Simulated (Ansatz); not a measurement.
System: CMoO (charge 0, quintet). The spin state was set by rule; other spins were not relaxed. SMILES: [Mo]<-[C-]#[O+]
Geometry from a B3LYP-D3(BJ)/def2-TZVP (Ansatz, a first-principles code) optimisation:
```xyz
3

Mo     0.0000     0.0000    -0.6493
O      0.0000     0.0000     2.4460
C      0.0000     0.0000     1.2835
```
Charge 0, spin multiplicity 5.

Parts of the frozen-core correlation energy in def2-SVPD (Ansatz, hartree). Frozen orbitals: 6; correlated occupied orbitals by spin: 10 and 6; virtual: 61 and 65. UHF or UKS for open shells. No spin-orbit coupling. In def2 rows, elements after Kr have scalar-relativistic effective core potentials.

| term | value |
|---|---|
| reference (HF) | -180.13891 |
| MP2 opposite-spin | [?] |
| MP2 same-spin | [?] |
| CCSD correlation | [?] |
| (T) | -0.02018 |
| T1 diagnostic | 0.061 |
| largest doubles amplitude | 0.058 |
| <S^2> of the reference | 6.647 |

Q: Fill in the missing entries.

A: 
- MP2 opposite-spin, value: -0.24928
- MP2 same-spin, value: -0.13708
- CCSD correlation, value: -0.41180
